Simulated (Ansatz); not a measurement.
GeH4N2, SMILES `[NH2][Ge][NH2]`. Total charge 0; spin multiplicity 1. Geometry: relaxed with PBE0-D4/def2-TZVP. It is one conformer, not always the lowest.

```xyz
7

N     0.958   -0.384    0.903
Ge    0.756   -0.345   -0.912
N    -0.926    0.367   -0.943
H     1.806   -0.730    1.320
H     0.289   -0.081    1.593
H    -1.489    0.625   -0.147
H    -1.394    0.549   -1.815
```

(1) What is the dipole moment at r2SCAN/def2-TZVPP? (An estimate is asked.)

(2) And with PBE, B3LYP, ωB97M-V? (Estimate.)

(3) Give the Mulliken charges with r2SCAN, PBE, B3LYP in def2-TZVPP. (Best estimate.)

Answers

(1) Computed: 1.56 D, with components (-0.95, 0.44, 1.16) D in this frame, pointing from negative to positive charge.

(2) Ansatz gave: PBE 1.50 D, B3LYP 1.33 D, ωB97M-V 1.32 D.

(3) Ansatz gave: 
```
atom  r2SCAN    PBE  B3LYP
  N1   -0.47  -0.41  -0.43
 Ge2    0.32   0.25   0.32
  N3   -0.47  -0.41  -0.43
  H4    0.16   0.15   0.14
  H5    0.15   0.14   0.13
  H6    0.15   0.14   0.13
  H7    0.16   0.15   0.14
```

B3LYP here is the variant with VWN-RPA as its local correlation; programs differ in this.
